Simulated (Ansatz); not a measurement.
Ansatz (an electronic-structure program) input (MP2/6-31G*):

Ansatz 0.2 input:
```yaml
crystal:
  periodic: [false, false, false]
  atoms:
    - {symbol: O, position_ang: [-1.40624800, -0.90498400, 0.18951500]}
    - {symbol: B, position_ang: [-0.50228900, 0.10911800, 0.10194900]}
    - {symbol: O, position_ang: [-0.95321800, 1.39468400, 0.25858300]}
    - {symbol: Si, position_ang: [1.40401100, -0.35401200, -0.33604200]}
    - {symbol: H, position_ang: [-2.30303900, -0.59219100, 0.36881800]}
    - {symbol: H, position_ang: [-0.27625400, 2.07435600, 0.20327700]}
    - {symbol: H, position_ang: [1.90568000, -1.68879000, 0.06221600]}
    - {symbol: H, position_ang: [2.40462800, 0.69960600, -0.02425400]}
basis:
  gaussian:
    orbitals: 6-31G*
magnetization: {spin_polarized: true, initial_magnetization: 1}
correlation: {method: mp2, electrons: outside_noble_gas}
relax: {f_tol: 0.003, max_steps: 120}
```

From the output:

```
mean field: 0.26 GiB planned
mean field evaluation 64: about -12672.5346 eV, gradient 2.0e-6 eV
mean field -12672.53463038 eV, -465.7070579140 hartree, gradient 2.0e-6 eV, S^2 0.759530; 0 other end points of the search recorded, 0 dependent functions left out
8 core orbitals not correlated
reference -12672.53463038 eV, -465.7070579140 hartree; 12, 11 occupied and 52, 53 virtual orbitals, 750 factors
densities: 0.18 GiB planned
second order -13.61931067 eV of doubles, -0.00000000 eV of singles
the calculation of the forces begins
relax step   7: F+E_penalty+E_count = -12686.15394105 eV  Δ(F+E_penalty+E_count) = -3.679e-6 eV  max|allowed force component| = 9.648e-4 eV/Å  Δτ_max = 0.0008 Å  (31 SCF iters, accepted)
these checks for a lower state are left out or cut short: cluster_reference
integrals: 0.03 GiB planned
750 factors; integrals over basis functions are off by at most 5.4e-4 eV
mean field: 0.26 GiB planned
mean field -12672.53463038 eV, -465.7070579140 hartree, gradient 2.0e-6 eV, S^2 0.759530; 1 other end points of the search recorded, 0 dependent functions left out
8 core orbitals not correlated
reference -12672.53463038 eV, -465.7070579140 hartree; 12, 11 occupied and 52, 53 virtual orbitals, 750 factors
densities: 0.18 GiB planned
second order -13.61931067 eV of doubles, -0.00000000 eV of singles
the calculation of the forces begins
Total energy: -12686.15394105 eV, -466.2075583494 hartree
Atom 0 at    -1.396909    -0.918638     0.184966 Å, force    -0.000138    -0.000582     0.000379 eV/Å
Atom 1 at    -0.500467     0.111157     0.096069 Å, force     0.000965     0.000150     0.000083 eV/Å
Atom 2 at    -0.975705     1.392604     0.266822 Å, force    -0.000739     0.000222    -0.000070 eV/Å
Atom 3 at     1.412266    -0.353604    -0.354619 Å, force    -0.000678     0.000915     0.000148 eV/Å
Atom 4 at    -2.288014    -0.569421     0.373714 Å, force    -0.000267     0.000173    -0.000349 eV/Å
Atom 5 at    -0.284312     2.069184     0.203656 Å, force     0.000721    -0.000351    -0.000045 eV/Å
Atom 6 at     1.892733    -1.690042     0.073095 Å, force     0.000313    -0.000356    -0.000040 eV/Å
Atom 7 at     2.413680     0.696547    -0.019641 Å, force    -0.000177    -0.000170    -0.000106 eV/Å
Dipole moment:    -0.085719     0.354345     0.056777 e Å
Checks for a lower state left out: cluster_reference
```

The geometry given is a B3LYP-D3(BJ)/def2-TZVP minimum.
